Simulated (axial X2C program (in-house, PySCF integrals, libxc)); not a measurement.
Density and ELF of WC

Calculated with an in-house relativistic program for diatomic molecules. Two-component (2c) means X2C with spin–orbit coupling and atomic mean-field two-electron Coulomb and Gaunt terms. Basis: W dyall-cv3z [13s14p9d7f4g], C dyall-v3z [7s6p2d1f] (cores contracted in-house); Gaussian nuclei, density fitting, unrestricted open shells. Masses: W 183.951 u, C 12.000 u.

PBE0, with spin–orbit coupling, state Ω = 1 (⟨Sz⟩ = -0.99, ⟨Lz⟩ = 1.99 at PBE0); W at z = 0, C at z = 1.699 Å.

The maps cover the half plane through the axis: z from -2.4 to 3.6 Å along the bond, ρ from 0.15 to 2.25 Å away from it.

log10 of the density in e/bohr³:

```
 ρ\z  -2.4  -1.8  -1.2  -0.6   0.0   0.6   1.2   1.8   2.4   3.0   3.6
0.15  -2.9  -2.2  -1.3  -0.1   1.8  -0.1  -0.5   0.4  -0.9  -1.9  -2.8
0.45  -2.9  -2.2  -1.5  -0.4   0.4  -0.4  -0.7  -0.7  -1.1  -2.0  -2.8
0.75  -3.0  -2.4  -1.7  -0.9  -0.5  -0.9  -1.0  -1.0  -1.4  -2.2  -3.0
1.05  -3.2  -2.5  -2.0  -1.5  -1.2  -1.4  -1.4  -1.5  -1.8  -2.5  -3.2
1.35  -3.3  -2.7  -2.2  -1.9  -1.7  -1.8  -1.8  -1.9  -2.2  -2.8  -3.4
1.65  -3.5  -3.0  -2.5  -2.2  -2.1  -2.2  -2.2  -2.4  -2.7  -3.1  -3.7
1.95  -3.7  -3.3  -2.9  -2.6  -2.5  -2.5  -2.6  -2.8  -3.0  -3.5  -4.0
2.25  -4.0  -3.5  -3.2  -3.0  -2.9  -2.9  -3.0  -3.2  -3.4  -3.8  -4.3
```

Electron localisation function (collinear form, no current term, damped to 0 at low density):

```
 ρ\z  -2.4  -1.8  -1.2  -0.6   0.0   0.6   1.2   1.8   2.4   3.0   3.6
0.15  0.40  0.42  0.37  0.60  0.26  0.50  0.71  0.84  0.94  0.92  0.64
0.45  0.38  0.42  0.33  0.60  0.35  0.49  0.77  0.39  0.93  0.90  0.56
0.75  0.35  0.42  0.31  0.39  0.56  0.33  0.75  0.80  0.89  0.84  0.42
1.05  0.28  0.42  0.34  0.26  0.29  0.27  0.69  0.74  0.79  0.69  0.24
1.35  0.19  0.40  0.39  0.31  0.24  0.29  0.57  0.59  0.59  0.44  0.09
1.65  0.09  0.34  0.41  0.37  0.28  0.29  0.41  0.39  0.35  0.20  0.02
1.95  0.03  0.22  0.36  0.34  0.28  0.24  0.24  0.21  0.15  0.05  0.00
2.25  0.01  0.09  0.24  0.23  0.22  0.15  0.11  0.08  0.04  0.01  0.00
```

Axial spin density in 10⁻³ e/bohr³:

```
 ρ\z  -2.4  -1.8  -1.2   -0.6    0.0    0.6   1.2   1.8  2.4  3.0  3.6
0.15  -0.7  -2.3  -4.2  -30.3  -51.1  -26.8  15.6  21.8  2.7  0.3  0.0
0.45  -0.6  -2.2  -5.1  -18.5  -25.7  -18.2  10.9  16.4  2.5  0.3  0.0
0.75  -0.6  -2.0  -5.8  -19.8  -52.0  -16.2   4.9   7.4  1.8  0.2  0.0
1.05  -0.4  -1.6  -5.2  -16.1  -30.1  -11.5   1.3   3.0  1.0  0.2  0.0
1.35  -0.3  -1.1  -3.7   -9.7  -14.4   -6.4   0.0   1.1  0.5  0.1  0.0
1.65  -0.2  -0.8  -2.2   -5.0   -6.4   -3.2  -0.3   0.4  0.2  0.1  0.0
1.95  -0.1  -0.5  -1.2   -2.4   -2.8   -1.5  -0.2   0.1  0.1  0.0  0.0
2.25  -0.1  -0.2  -0.6   -1.1   -1.2   -0.7  -0.1   0.1  0.1  0.0  0.0
```

Occupations by symmetry block were frozen at the best pattern of an incomplete PBE0 search. Density functionals use the spin component along the axis (collinear). PBE0 can misorder states that lie within some tenths of an eV, so this need not be the ground state of the molecule. The nearest other 2c determinant of the search, Ω = 2, lies 0.34 eV up at the distance of the search. The functionals have no current-density term, which raises determinants with orbital currents, atoms included. With several unpaired electrons one determinant need not be a pure state. The determinant is spin-polarised beyond a pure state at some levels (its spin-free form has ⟨S²⟩ too high), which makes Re and μ there less reliable.
